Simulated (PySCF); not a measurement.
Be2H2, SMILES [BeH][BeH].

Coordinates come from a PBE0-D3(BJ)/def2-TZVPD optimisation.

Two levels are set side by side: PBE/def2-TZVPD (PySCF) and ωB97X/def2-TZVPD (PySCF). Same geometry, gas phase. Differences are taken from unrounded values.

| quantity | ωB97X |
|---|---|
| orbital gap (eV) | 9.40 |
| highest occupied level (eV) | -9.41 |
| lowest empty level (eV) | 0.00 |
| mean polarisability (bohr³) | 41.1 |

Question: What does PBE give, and how far is it from ωB97X? (An estimate is asked for; the answer gives what the named calculation found.)

Answer: 
```csv
quantity,PBE,PBE minus ωB97X
orbital gap (eV),3.22,-6.18
highest occupied level (eV),-5.96,3.44
lowest empty level (eV),-2.74,-2.74
mean polarisability (bohr³),42.6,1.5
```

PBE's occupied levels lie high since its potential decays too fast outside the molecule; exact exchange lowers them and widens the gap. PBE's more diffuse valence density responds more strongly to a field. Differences between two approximate levels are no errors against the true value.

Rough cost on one machine, each run with all the roots and properties that it gave: ωB97X against PBE within a factor of 2.
